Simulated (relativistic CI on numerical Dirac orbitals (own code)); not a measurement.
# Sensitivity of the levels of W54+ to α and to the nuclear radius

Method of calculation: Dirac-Coulomb-Breit CI, orbitals from a KLI potential per configuration, derivatives by finite differences, unscaled Slater integrals, QED left out (own radial code, finite nucleus).

CI space (outside the closed core [Ne]): 3s²3p⁶3d², 3s²3p⁵3d³, 3s3p⁶3d³, 3s²3p⁶3d4s, 3s²3p⁶3d4p, 3s²3p⁶4s². Double excitations out of closed p, d and f shells are left out; levels of such configurations are missing from the list, as are those of other unlisted configurations, and high levels can miss mixing partners.

With x = (α/α₀)² − 1 an excitation energy changes as ω = ω₀ + qx; K = 2q/ω₀ is the relative enhancement. Terms are leading LS components, so labels can repeat. The field-shift factor is F = δν/δ⟨r²⟩ for the transition from the lowest level.

Lowest level 3s²3p⁶3d² ³F2.

| Level | ω₀ (cm⁻¹) | q (cm⁻¹) | K | F (GHz/fm²) |
| --- | --- | --- | --- | --- |
| 3s²3p⁶3d² ³P0 | 195119 | 22740 | 0.233 | 0.837 |
| 3s²3p⁶3d² ³F3 | 580507 | 616900 | 2.13 | 15.3 |
| 3s²3p⁶3d² ³P2 | 667244 | 616900 | 1.85 | 14.4 |
| 3s²3p⁶3d² ¹G4 | 693868 | 620200 | 1.79 | 15.8 |
| 3s²3p⁶3d² ³P1 | 707309 | 628100 | 1.78 | 14.3 |
| 3s²3p⁶3d² ³F4 | 1229243 | 1.227e+06 | 2 | 30.4 |
| 3s²3p⁶3d² ³P2 | 1297630 | 1.242e+06 | 1.91 | 29.7 |
| 3s²3p⁶3d² ¹S0 | 1505577 | 1.237e+06 | 1.64 | 31.9 |
| 3s²3p⁵3d³ ³D°2 | 2200956 | 148800 | 0.135 | 21.8 |
| 3s²3p⁵3d³ ⁵D°1 | 2240607 | 175400 | 0.157 | 22.2 |
| 3s²3p⁵3d³ ⁵D°0 | 2275054 | 162000 | 0.142 | 22.3 |
| 3s²3p⁵3d³ ³F°3 | 2289023 | 142800 | 0.125 | 22.1 |
| 3s²3p⁵3d³ ⁵F°3 | 2707399 | 750500 | 0.554 | 36.5 |

At this charge energies of transitions that change n are usually good to better than 1 %, and those within a shell (Δn = 0) to a few per cent.
